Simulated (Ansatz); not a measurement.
Total energies of CF₃NOSi (`O=C=N[Si](F)(F)F`).

```xyz
7

O    -2.944   -0.389    0.591
C    -1.818   -0.263    0.356
N    -0.655   -0.143    0.111
Si    0.957    0.132   -0.190
F     1.580   -1.085   -0.952
F     1.739    0.332    1.152
F     1.141    1.416   -1.068
```

The species carries charge 0 and has multiplicity 1. All single points use the PBE0-D4/def2-TZVP geometry. It is one conformer, not always the lowest. Basis def2-TZVPP, Ansatz 0.2.0.

RPA on PBE orbitals: Hartree–Fock energy of these orbitals -754.84553 Eh, correlation -2.09405 Eh (frozen core).

```tsv
functional	energy without D4 (Eh)	D4 term (kJ/mol)
PBE	-756.97318	-16.3
r2SCAN0	-757.28957	-4.7
```

Problem. Give the same for LDA (SPW92), revPBE, BLYP, r2SCAN, B97M-V, PBE0, B3LYP, r2SCANh, HSE06 (plane-wave form), BHLYP, CAM-B3LYP, LC-ωPBE, ωB97X-V, ωB97M-V, B2PLYP, PBE-QIDH. (Estimate.)

Solution. The calculation gave: 
```
             functional  energy without D4 (Eh)  D4 term (kJ/mol)
            LDA (SPW92)              -753.24089                 –
                 revPBE              -757.36355             -51.3
                   BLYP              -757.54256             -36.3
                 r2SCAN              -757.36270              -4.0
                 B97M-V              -757.38044                 –
                   PBE0              -756.99404             -13.7
                  B3LYP              -757.60437             -26.4
                r2SCANh              -757.33275              -4.2
HSE06 (plane-wave form)              -756.96851             -12.8
                  BHLYP              -757.39802             -19.7
              CAM-B3LYP              -757.47126             -13.9
                LC-ωPBE              -757.21605                 –
                ωB97X-V              -757.38207                 –
                ωB97M-V              -757.46648                 –
                 B2PLYP              -757.20797                 –
               PBE-QIDH              -756.85500                 –
```

B3LYP takes the VWN-RPA correlation (the form of Gaussian; ORCA's B3LYP/G). HSE06 is the plane-wave form, built on full-range PBE exchange. The double hybrids freeze the cores in their second-order part.

LC-ωPBE has ω = 0.4 bohr⁻¹.
